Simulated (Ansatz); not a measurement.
Spectroscopic constants of SnO, closed-shell singlet (the spin of the measured ground state). No spin–orbit coupling.

D_e counts from the fitted minimum to each atom's lowest state at the same level, without counterpoise. The singlet is restricted.

Correlated levels freeze the inner cores; with def2 sets outer-core shells near the valence are correlated too. CBS: X⁻³ extrapolation of the correlation energy, Hartree–Fock from the larger set.

The values were computed with Ansatz (an electronic-structure program). Values without a source in brackets are computed. In def2 rows elements past Kr take small-core potentials, without spin–orbit coupling.

PBE/def2-TZVPP gives 142.26 kcal/mol for the bond energy D_e.

Question: Predict the shift from PBE, with its sign, for: r2SCAN/def2-TZVPP, B3LYP/def2-TZVPP, wB97M-V/def2-TZVPP, B2PLYP/def2-TZVPP, CCSD(T)/CBS(def2-TZVPP, def2-QZVPP).

Answer: r2SCAN/def2-TZVPP -11.80; B3LYP/def2-TZVPP -13.96; wB97M-V/def2-TZVPP -16.50; B2PLYP/def2-TZVPP -8.02; CCSD(T)/CBS(def2-TZVPP, def2-QZVPP) -7.34 kcal/mol. 0 of 5 lie above PBE; the widest gap is to wB97M-V/def2-TZVPP.

Doubts at one or more of the structures used: a restricted determinant that unrestricted orbitals would lower (CCSD(T)/CBS(def2-TZVPP, def2-QZVPP)).
